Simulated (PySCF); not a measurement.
**How the method changes the constants of SrH**

State: ²Σ⁺ (doublet), unpaired electrons σ ↑. Set-up: Sr x2c-SVPall, H x2c-SVPall; spin-free X2C with a Gaussian nucleus (PySCF 2.14). De refers to Sr + H in their ground configurations, without counterpoise correction. The functionals are run spin-unrestricted. A positive dipole means Sr(−)H(+).

| Level | Re (Å) | ωe (cm⁻¹) | De (eV) | μ (D) |
| --- | --- | --- | --- | --- |
| UHF | 2.180 | 1179 | 1.40 | -3.21 |
| UHF-MP2 | 2.121 | 1187 | 1.41 | n/a |
| UHF-SCS-MP2 | 2.128 | 1184 | 1.45 | n/a |
| UHF-CCSD | 2.132 | 1152 | 1.50 | n/a |
| UHF-CCSD(T) | 2.131 | 1148 | 1.48 | n/a |
| PBE | 2.106 | 1191 | 1.83 | -3.04 |
| PBEsol | 2.098 | 1197 | 1.90 | -3.02 |
| revPBE | 2.112 | 1183 | 1.86 | -2.98 |
| r²SCAN | 2.107 | 1218 | 2.08 | -3.21 |
| PBE0 | 2.105 | 1214 | 1.81 | -3.12 |
| M06 | 2.133 | 1204 | 1.47 | -3.23 |
| LC-ωPBE | 2.113 | 1225 | 1.99 | -2.90 |

Q: Which functional lies closest to UHF-CCSD(T) in De, which farthest, and by how much do they differ from it?

A: Closest is M06 (+0.2 pm in Re, +4.9 % in ωe, -0.01 eV in De against UHF-CCSD(T) in the same basis), farthest r²SCAN (-2.4 pm in Re, +6.1 % in ωe, +0.60 eV in De). CCSD(T) converges more slowly with the basis than the functionals do and binds too weakly in this one, so the order can change at the basis-set limit.

Q: What does a quarter of exact exchange do here, going from PBE to PBE0?

A: PBE0 less PBE: -0.1 pm in Re, +1.9 % in ωe, -0.02 eV in De. Exact exchange removes part of the self-interaction that spreads semilocal densities, and in most molecules shortens and stiffens the bond and lowers De; so it does here.

Q: What does the step from GGA to meta-GGA do here, going from PBE to r²SCAN?

A: r²SCAN less PBE: +0.1 pm in Re, +2.3 % in ωe, +0.25 eV in De. 

Correlated steps freeze 9 core orbitals. Correlated levels converge slowly with the basis: in double zeta they bind strong bonds too weakly, by up to about 1 eV, and carry superposition errors of some tenths. Spin–orbit coupling is left out. The state was picked by a PBE0 search and need not be the measured ground state.

The whole job (state search and all levels along the bond) took about 3 min on 1 thread of Arm Neoverse V2 (shared host), peak memory 0.65 GiB.
